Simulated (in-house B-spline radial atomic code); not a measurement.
Spin-orbit splittings of orbital energies (j = l + 1/2 less j = l - 1/2) and ratios of mean radii (lower j over upper j) along the 51-electron series, configuration [Kr] 4d10 5s2 5p3. Computed with an all-electron radial atomic-structure program (B-spline basis): Dirac-Hartree-Fock, average of the configuration, finite nuclei.

```tsv
ion	Z	splitting of 4p (eV)	radius ratio of 4p	splitting of 3p (eV)	radius ratio of 3p	splitting of 4d (eV)	radius ratio of 4d
Sb	51	8.9566	0.96881	48.002	0.9669	1.3478	0.98725
Te+	52	?	?	?	?	?	?
I2+	53	11.385	0.96747	57.969	0.96436	1.8288	0.9878
Xe3+	54	?	?	?	?	?	?
Cs4+	55	14.314	0.96603	69.502	0.96172	2.4195	0.98796
Ba5+	56	15.985	0.96525	75.912	0.96035	2.7599	0.98794
La6+	57	17.805	0.96445	82.783	0.95896	3.1325	0.98788
Ce7+	58	19.781	0.96361	90.14	0.95753	3.5391	0.98777
```

Problem. Fill in the row of Te+.

Solution. splitting of 4p (eV): 10.112; radius ratio of 4p: 0.96815; splitting of 3p (eV): 52.8; radius ratio of 3p: 0.96564; splitting of 4d (eV): 1.5753; radius ratio of 4d: 0.98759.

Problem. Fill in the row of Xe3+.

Solution. splitting of 4p (eV): 12.783; radius ratio of 4p: 0.96676; splitting of 3p (eV): 63.528; radius ratio of 3p: 0.96305; splitting of 4d (eV): 2.1097; radius ratio of 4d: 0.98792.

Problem. With what power of Z does the column «splitting of 4d (eV)» change over this range?

Solution. A fit of the logarithm of its size against log Z from Z = 51 to 58 has slope 7.50. An unscreened hydrogenic electron would give 4 at low Z; screening makes the apparent power larger near the neutral end, and relativity raises it again at high Z.
